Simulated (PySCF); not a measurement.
SMILES c1ccc(c(c1)F)Br, GFN2-xTB optimised geometry.

```
12

F     -1.35    -2.01     0.00
C     -0.68    -0.84     0.00
C     -1.39     0.34     0.00
C     -0.70     1.54     0.00
C      0.68     1.55     0.00
C      1.39     0.36     0.00
C      0.71    -0.84     0.00
Br     1.66    -2.49     0.00
H     -2.47     0.31     0.00
H     -1.25     2.47     0.00
H      1.22     2.49     0.00
H      2.47     0.36     0.00
```

Density from PBE0/def2-TZVP in PySCF 2.14.0 at that geometry.

Minimum of the electron density along straight lines between bonded atoms, close to the bond critical point (lines longer than 1.1 times the sum of covalent radii, or with two minima, are not listed):

| bond | length / Å | ρ at the minimum / e bohr⁻³ | ∇²ρ there / e bohr⁻⁵ | position (fraction from the first atom) |
|---|---|---|---|---|
| F1–C2 | 1.342 | (withheld) | (withheld) | 0.67 |
| C2–C3 | 1.383 | 0.325 | -0.98 | 0.53 |
| C3–C4 | 1.384 | 0.320 | -0.95 | 0.51 |
| C4–C5 | 1.385 | 0.321 | -0.96 | 0.50 |
| C5–C6 | 1.384 | 0.321 | -0.95 | 0.49 |
| C2–C7 | 1.388 | 0.323 | -0.96 | 0.51 |
| C6–C7 | 1.386 | 0.320 | -0.94 | 0.48 |
| C7–Br8 | 1.900 | (withheld) | -0.19 | 0.45 |
| C3–H9 | 1.078 | 0.288 | -1.04 | 0.65 |
| C4–H10 | 1.079 | 0.289 | -1.04 | 0.65 |
| C5–H11 | 1.079 | 0.289 | -1.04 | 0.65 |
| C6–H12 | 1.079 | 0.289 | -1.05 | 0.65 |

What belongs in the gaps?


- F1–C2, ρ at the minimum / e bohr⁻³: 0.268
- F1–C2, ∇²ρ there / e bohr⁻⁵: -0.07
- C7–Br8, ρ at the minimum / e bohr⁻³: 0.165
